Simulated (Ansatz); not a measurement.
(H2B-mu-PH2)2 (B₂P₂H₈). Total charge 0; triplet. Geometry PBE-D4/def2-SVP, that of the neutral singlet.

```csv
atom,x (Å),y (Å),z (Å)
B1,-0.121,0.013,1.438
H2,-0.975,-0.634,2.025
H3,0.617,0.667,2.158
P4,-0.856,1.062,-0.082
B5,0.116,-0.017,-1.438
H6,0.964,0.624,-2.041
H7,-0.632,-0.677,-2.143
P8,0.861,-1.058,0.082
H9,-0.578,2.462,-0.073
H10,-2.279,1.093,-0.199
H11,2.284,-1.072,0.200
H12,0.600,-2.462,0.075
```

At PBE0-D4/def2-TZVP a singlet of charge 0 lies 5.30 eV below the triplet at the same geometry.

Estimate the α-spin orbital energies around the gap (eV) in Ansatz with PBE-D4/def2-TZVP, r2SCAN-D4/def2-TZVP, PBE0-D4/def2-TZVP.


```
orbital  PBE-D4/def2-TZVP  r2SCAN-D4/def2-TZVP  PBE0-D4/def2-TZVP
 HOMO−5             -8.46                -8.81              -9.90
 HOMO−4             -8.11                -8.47              -9.50
 HOMO−3             -8.11                -8.35              -9.28
 HOMO−2             -7.94                -8.19              -9.17
 HOMO−1             -7.36                -7.73              -8.62
   HOMO             -1.87                -2.00              -2.52
   LUMO             -1.27                -1.07              -0.40
 LUMO+1             -0.84                -0.56               0.01
 LUMO+2             -0.55                -0.09               0.30
 LUMO+3              0.39                 0.56               1.17
 LUMO+4              0.59                 0.98               1.55
 LUMO+5              1.01                 1.39               1.90
 β HOMO             -7.58                -7.79              -8.70
 β LUMO             -6.65                -6.58              -6.01
```
